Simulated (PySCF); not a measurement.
Level of theory: CAM-B3LYP-D3(BJ)/def2-TZVP (PySCF). All species are isolated molecules in the gas phase. Delta-SCF ions had no search for a lower state. 

Reference species (SMILES): `B1=BCC1` (neutral, multiplicity 1).

```yaml
HOMO: -6.45 eV
vertical ionisation energy (Delta-SCF): 7.33 eV
LUMO: -1.53 eV
```

After one change: the HOMO falls by 1.89 eV; the vertical ionisation energy (Delta-SCF) rises by 1.90 eV; the LUMO rises by 1.34 eV.

### Question
What was changed between the two runs? The new species is one of these.
A) `BC1=CB1`
B) `CC1=BB1`
C) `[H]/B=C/C=B/[H]`
D) `B=C=BC`

### Answer
D, `B=C=BC`
